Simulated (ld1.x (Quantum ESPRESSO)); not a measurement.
W (Z = 74), TM: configuration errors across variants

- Element: W
- Generator: ld1.x (Quantum ESPRESSO) 7.5
- Type: norm-conserving Troullier–Martins (Kleinman–Bylander form)
- Functional: PBE
- Relativity: scalar-relativistic
- Frozen core: [Xe] 4f14
- Valence charge: 6
- Reference configuration: 5d4 6s1.75 6p0 (charge +0.25)
- Partial waves: 6s (bound): rc 2.85 bohr; 6p (bound, empty): rc 2.65 bohr; 5d (bound): rc 1.80 bohr
- Local potential: all-electron potential smoothed inside 2.55 bohr (lloc = -2)
- Core correction: none

All-electron excitation energies from the reference (eV): (1) 5d4 6s2 6p0 -1.620; (2) 5d4 6s1 6p0 7.263; (3) 5d4 6s0 6p0 22.943; (4) 5d2 6s0 6p0 85.536; (5) 5d3 6s0 6p0 48.325; (6) 5d4 6s0 6p1 12.716; (7) 5d4 6s0 6p2 7.640.

Tests that are not counted but printed errors over 1 eV. “local potential all-electron potential smoothed inside 1.58 bohr (lloc = -2)”: 5d4 6s0 6p1 (solver errors, printed error -1.2 eV); 5d4 6s0 6p2 (solver errors, printed error -9.7 eV).

A true bound ghost makes a file unfit for plane-wave use even where its test errors are small: the radial tests pick states by their node count and pass the ghost by. Where a test does run into it, the solver fails or the error is huge.

Errors AE − PS in meV (a dash: test not solved or not reliable):

| change | (1) | (2) | (3) | (4) | (5) | (6) | (7) | bound ghosts |
| --- | --- | --- | --- | --- | --- | --- | --- | --- |
| base | +0.9 | +3.5 | +66 | +137 | +107 | +27 | +17 | none |
| local potential all-electron potential smoothed inside 1.58 bohr (lloc = -2) | +0.8 | +3.2 | +70 | +225 | +145 | – | – | s, p |
| local potential all-electron potential smoothed inside 2.06 bohr (lloc = -2) | +1.0 | +5.0 | +70 | +202 | +136 | +33 | +20 | none |
| local potential all-electron potential smoothed inside 2.42 bohr (lloc = -2) | +0.9 | +3.7 | +68 | +157 | +116 | +28 | +18 | none |
| local potential all-electron potential smoothed inside 2.84 bohr (lloc = -2) | +0.8 | +2.9 | +63 | +90 | +84 | +24 | +15 | none |
| local potential all-electron potential smoothed inside 3.18 bohr (lloc = -2) | +0.7 | +1.8 | +57 | +33 | +53 | +21 | +13 | none |

Give the same row for: local potential all-electron potential smoothed inside 1.18 bohr (lloc = -2).

+0.9, +3.7, +70, +231, +147, +23, +16; bound ghosts: s, p.
